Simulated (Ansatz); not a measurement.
Cost and result for the atomization energy of CH₆AlInO₂, SMILES `OC[O][AlH][InH2]` (11 atoms, 10 bonds).

| atom | x (Å) | y (Å) | z (Å) |
| --- | --- | --- | --- |
| O1 | -0.379 | -0.027 | -1.043 |
| C2 | -0.265 | 1.356 | -0.642 |
| O3 | 0.227 | 1.436 | 0.615 |
| Al4 | 0.684 | 0.215 | 1.755 |
| In5 | 0.175 | -1.975 | 0.402 |
| H6 | -0.744 | -0.085 | -1.931 |
| H7 | -1.266 | 1.806 | -0.697 |
| H8 | 0.404 | 1.858 | -1.354 |
| H9 | 1.206 | 0.858 | 3.110 |
| H10 | -1.392 | -2.722 | 0.420 |
| H11 | 1.350 | -2.721 | -0.635 |

The species carries charge 0 and has multiplicity 1. Correlated methods include outer-core shells of In, which these sets cover unevenly. In: def2 effective core potential. All single points use the PBE0-D4/def2-TZVP geometry. It is one conformer, not always the lowest. Program: Ansatz. All runs use 4 threads of an Arm Neoverse V1 on a shared host. Times are those of one run each, without the atoms' runs, and a repeat can differ threefold. Electronic energies, without spin–orbit coupling; frozen cores. CCSD(T)/CBS adds CCSD(T) − MP2 in def2-TZVPP to the MP2 limit, and its time is that of the two runs behind it. T1 = 0.014. With those shells the extrapolation isn't a true limit.

CCSD(T)/CBS is a level of theory with its own doubt, some kJ/mol a heavy atom from the limit and from the frozen cores, so smaller differences don't rank the functionals.

```
                  level  functions  wall time  atomization (kJ/mol)  difference from CCSD(T)/CBS  per bond
 LDA (SPW92)/def2-TZVPP        269      1.6 s                4022.1                        531.0      53.1
   revPBE-D4/def2-TZVPP        269      2.6 s                3405.5                        -85.6      -8.6
     BLYP-D4/def2-TZVPP        269        3 s                3437.6                        -53.5      -5.3
    BHLYP-D4/def2-TZVPP        269      4.2 s                3340.5                       -150.6     -15.1
CAM-B3LYP-D4/def2-TZVPP        269      4.7 s                3484.9                         -6.2      -0.6
  r2SCANh-D4/def2-TZVPP        269        7 s                3455.5                        -35.6      -3.6
      B2PLYP/def2-TZVPP        269      7.5 s                3410.3                        -80.8      -8.1
    PBE-QIDH/def2-TZVPP        269        8 s                3425.8                        -65.3      -6.5
       CCSD(T)/def2-SVP        116       10 s                3271.0                       -220.1     -22.0
      B97M-V/def2-TZVPP        269       13 s                3498.5                          7.4       0.7
         MP2/def2-QZVPP        503       28 s                3494.1                          3.0       0.3
     CCSD(T)/def2-TZVPP        269    5.2 min                3391.0                       -100.1      -10.0
      CCSD(T)/CBS(def2)          –    5.7 min                3491.1                          0.0       0.0
```

The D4 term adds +38.5 kJ/mol with B3LYP and +20.2 kJ/mol with PBE0; it sums over pairs of atoms, weighted by their polarisabilities, and B3LYP, whose exchange is more repulsive, gets the larger term. From BLYP to BHLYP (50 % exact exchange), in def2-TZVPP and without D4, the atomization energy moves by −79.0 kJ/mol: exact exchange takes away binding that semilocal exchange gives to molecules. At CCSD(T), def2-SVP lies −220.0 kJ/mol from the extrapolated value and def2-TZVPP −100.0 kJ/mol: correlation converges slowly with the basis, and small sets miss more of it in the bonded molecule than in its fragments.

B3LYP here is the variant with VWN-RPA as its local correlation; programs differ in this.

Spin–orbit coupling would lower the free In atoms strongly, and the atomization energy with them, by more than many differences here.
